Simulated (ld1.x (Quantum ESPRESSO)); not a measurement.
What one change does to a pseudopotential (chlorine (Cl), TM)

```
Element                 : Cl
Generator               : ld1.x (Quantum ESPRESSO) 7.5
Type                    : norm-conserving Troullier–Martins (Kleinman–Bylander form)
Functional              : LDA (PZ)
Relativity              : scalar-relativistic
Frozen core             : [Ne]
Valence charge          : 7
Reference configuration : 3s2 3p3.5 (charge +1.5)
Partial waves           : 3p (bound): rc 1.25 bohr; 3s (bound): rc 1.30 bohr
Local potential         : the s channel
Core correction         : Bessel-smoothed model core inside 1.15 bohr
```

All-electron outer shells of the reference configuration (LDA (PZ), scalar-relativistic, ld1.x):

```json
{"shell": "3s", "level (eV)": "-38.31", "outermost node (bohr)": "0.55", "outermost maximum (bohr)": "1.26"}
{"shell": "3p", "level (eV)": "-25.48", "outermost node (bohr)": "0.53", "outermost maximum (bohr)": "1.37"}
```

Change: local potential all-electron potential smoothed inside 0.95 bohr (lloc = -1).

Cutoffs: the cutoffs (Ry, on a coarse ladder) from which the occupation-weighted sum of valence levels, in a spherical-Bessel basis at the reference potential, stays within 10 and 1 mRy of its value at 400 Ry; they do not see the model core or the augmentation charge, which bear on the density cutoff. Errors are all-electron minus pseudo energies relative to the spin-unpolarised reference configuration.

Question: How do hardness, ghosts and transferability respond?

Answer: The potential gets neither clearly harder nor softer (55 Ry and 80 Ry → 50 Ry and 80 Ry); of the 9 tests that both files solve, the error grows in 7 and shrinks in 0 by more than 15 % and 0.3 meV (median size 13.0 → 16.3 meV); the range in which the s phases agree narrows (upper end at the end of the scan → -0.7); neither file shows a bound ghost.

```tsv
quantity	base	changed
cutoff, loose	55 Ry	50 Ry
cutoff, tight	80 Ry	80 Ry
bound ghosts	none	none
error for 3s2 3p5, meV [ΔE -25.20 eV]	+15	+23
error for 3s2 3p4, meV [ΔE -11.23 eV]	+3.1	+4.4
error for 3s2 3p3, meV [ΔE 14.30 eV]	+2.1	+3.9
error for 3s1 3p6, meV [ΔE -13.15 eV]	+13	+16
error for 3s2 3p4.5, meV [ΔE -19.57 eV]	+8.9	+13
error for 3s2 3p2, meV [ΔE 52.69 eV]	+35	+57
error for 3s1 3p5, meV [ΔE 1.36 eV]	+3.0	+3.1
error for 3s2 3p3.5 (spin-polarised), meV [ΔE -1.50 eV]	+42	+43
error for 3s2 3p5 (spin-polarised), meV [ΔE -25.39 eV]	+20	+28
s: phases at 1.40 bohr within 0.05 rad from the reference energy up to (Ry; the scan ends near 5)	to the end of the scan	-0.7
p: phases at 1.40 bohr within 0.05 rad from the reference energy up to (Ry; the scan ends near 5)	to the end of the scan	4.3
```
